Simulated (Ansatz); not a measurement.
One change: `I[CH2][Al]1[CH2][CH2]1` becomes `[Br][Al]1[CH2][CH2]1`.

Ansatz, PBE0-D4/def2-TZVP geometries, multiplicity 1. Each molecule was computed in one conformer, which needn't be the lowest.

Elements past krypton have def2 core potentials. Scalar relativity is left out up to krypton.

| property | `I[CH2][Al]1[CH2][CH2]1` |
| --- | --- |
| LUMO energy (PBE0/def2-TZVPP) / eV | -1.70 |
| HOMO energy (ωB97M-V/def2-TZVPP) / eV | -7.82 |
| HOMO–LUMO gap (B3LYP/def2-TZVPP) / eV | 3.53 |
| LUMO energy (ωB97M-V/def2-TZVPP) / eV | 0.12 |
| HOMO–LUMO gap (PBE0/def2-TZVPP) / eV | 3.94 |
| size of the dipole moment (ωB97M-V/def2-TZVPP) / D | 2.38 |

**Question.** Give the same properties after the change, and the shifts. (An estimate is asked.)

**Answer.** The calculation gave: 
```json
{"property": "LUMO energy (PBE0/def2-TZVPP) / eV", "`[Br][Al]1[CH2][CH2]1`": "-1.10", "shift": "0.60"}
{"property": "HOMO energy (ωB97M-V/def2-TZVPP) / eV", "`[Br][Al]1[CH2][CH2]1`": "-8.35", "shift": "-0.53"}
{"property": "HOMO–LUMO gap (B3LYP/def2-TZVPP) / eV", "`[Br][Al]1[CH2][CH2]1`": "4.64", "shift": "1.11"}
{"property": "LUMO energy (ωB97M-V/def2-TZVPP) / eV", "`[Br][Al]1[CH2][CH2]1`": "0.56", "shift": "0.44"}
{"property": "HOMO–LUMO gap (PBE0/def2-TZVPP) / eV", "`[Br][Al]1[CH2][CH2]1`": "5.08", "shift": "1.14"}
{"property": "size of the dipole moment (ωB97M-V/def2-TZVPP) / D", "`[Br][Al]1[CH2][CH2]1`": "0.12", "shift": "-2.26"}
```

With PBE0 the HOMO falls by 0.54 eV and the LUMO rises by 0.60 eV, so the gap widens by about 1.14 eV. PBE moves the HOMO by -0.50 eV and ωB97M-V by -0.53 eV. Dipoles are sizes alone; their direction can turn.

B3LYP here is the variant with VWN-RPA as its local correlation; programs differ in this.

Spin–orbit coupling is left out; it splits and shifts lone-pair levels of the heavy atoms by tenths of an eV.
